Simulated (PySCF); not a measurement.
Species: C5H6ClF2 (doublet state).
Z-matrix (Å and degrees, GFN2-xTB geometry), rows numbered from 1:
```
C 
C   1  1.3626
C   2  1.3875  1  126.13
Cl  3  1.7195  2  118.80  1  -177.17
C   3  1.4900  2  126.12  1    -0.16
C   5  1.5317  3  111.59  2   -94.95
F   6  1.3528  5  110.92  3    68.46
F   6  1.3552  5  110.21  3  -174.33
H   1  1.0736  2  120.28  3   179.74
H   1  1.0738  2  122.77  3     1.13
H   2  1.0821  1  117.90  3   179.95
H   5  1.0908  3  110.31  2    25.14
H   5  1.0923  3  110.74  2   146.02
H   6  1.1005  5  113.33  3   -53.18
```

The hyperfine couplings belong to this conformer and change with its torsions.

The species is `C=C[C](Cl)CC(F)F` [radical].

Computed, not measured: PySCF, UKS B3LYP, pcH-1 on C Cl F H, non-relativistic, mean-field spin-orbit, GIAO. The structure is a single GFN2-xTB conformer in the gas phase; no vibrational or solvent corrections. A GFN2-xTB geometry isn't a minimum of the functional, and hyperfine couplings can be far from their values at a DFT geometry. Stability of the SCF solution: not tested. ⟨S²⟩ is 0.775 where a pure state has 0.75.

The Mulliken spin populations are largest on C3 (+0.62), C1 (+0.62) and C2 (-0.25). The positive populations add up to 1.36 and the negative ones to -0.36, together 2S = 1. The angles at C3 add up to 359.9°, so it is planar.

Problem. McConnell's relation a(H) = Q·ρ ties the coupling of a proton on a planar π carbon to the spin population of that carbon. What Q do the computed values give?

Solution. 
```json
{"H": "H9", "C": "C1", "ρ(C)": "+0.618", "a(H) (G)": "-13.79", "a/ρ (G)": "-22.3"}
{"H": "H10", "C": "C1", "ρ(C)": "+0.618", "a(H) (G)": "-13.02", "a/ρ (G)": "-21.1"}
{"H": "H11", "C": "C2", "ρ(C)": "-0.252", "a(H) (G)": "+4.32", "a/ρ (G)": "-17.1"}
```

A least-squares line through the origin gives Q = -21.3 G with Mulliken populations. Where ρ is negative the coupling is positive.

Problem. How do the β-proton couplings of this frozen conformer go with θ, the angle between the C–H bond and the normal to the plane of the spin centre's three neighbours, both seen down the bond from centre to carbon?

Solution. 
```csv
β H,on,centre,θ (°),cos²θ,a (G)
H12,C5,C3,67,0.16,+4.58
H13,C5,C3,54,0.34,+11.19
```

Couplings in gauss use g_iso = 2.0047.
